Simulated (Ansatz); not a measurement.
`[SH][GeH2][Cl]` + PH₃ → `[PH2][GeH2][SH]` + HCl at 298.15 K and 1 bar (ligand exchange at a Ge–Cl bond).

Gas-phase electronic energies from Ansatz, PBE0-D4/def2-TZVP geometries. CCSD(T)/CBS is the MP2 limit (def2-TZVPP, def2-QZVPP) plus CCSD(T) − MP2 in def2-TZVPP, frozen cores. This one scheme is used for every species. For Ge outer-core shells are correlated without core-valence functions, which leaves a few kJ/mol of doubt a bond. Scalar relativity is left out up to krypton. One conformer a species, not always the lowest.

| species | CCSD(T)/CBS energy (Eh) | H − E (kJ/mol) | S (J/(mol·K)) |
| --- | --- | --- | --- |
| `[SH][GeH2][Cl]` | -2935.52817 | 86.7 | 319.0 |
| PH₃ | -342.72256 | 73.1 | 210.2 |
| `[PH2][GeH2][SH]` | -2817.85197 | 132.3 | 340.1 |
| HCl | -460.38127 | 26.6 | 186.8 |

H − E and S are ideal-gas, rigid-rotor, harmonic terms from PBE0-D4/def2-TZVP, for one conformer and one mirror image of each species. 1 Eh = 2625.50 kJ/mol, R = 8.31446 J/(mol·K).

By hand: ΔE, ΔH, ΔS and ΔG.

ΔE = (-2817.85197) + (-460.38127) − (-2935.52817) − (-342.72256) = 0.01749 Eh = 45.9 kJ/mol. Δ(H − E) = 132.3 + 26.6 − 86.7 − 73.1 = -0.9, so ΔH = 45.0 kJ/mol. ΔS = 340.1 + 186.8 − 319.0 − 210.2 = -2.3 J/(mol·K). ΔG = 45.0 − 298.15 × (-2.3)/1000 = 45.7 kJ/mol.

By hand: the equilibrium constant, and the temperature at which ΔG would vanish if ΔH and ΔS stayed fixed.

log₁₀ K = −ΔG/(RT ln 10) = -8.0. ΔH and −TΔS have one sign here, so there is no such temperature. One of them is within its doubt of zero, so this could turn.

The number of gas molecules stays the same, so ΔS is small and ΔH decides. A doubt of 5 kJ/mol in ΔE shifts log₁₀ K by 0.9 here. Other conformers and mirror images would add mixing entropy, several J/(mol·K) or more a flexible species. These are equilibria of isolated gas molecules and say nothing of rates. Largest T1 diagnostic: 0.013 (customary marks: 0.02 for closed shells, 0.045 for open ones).
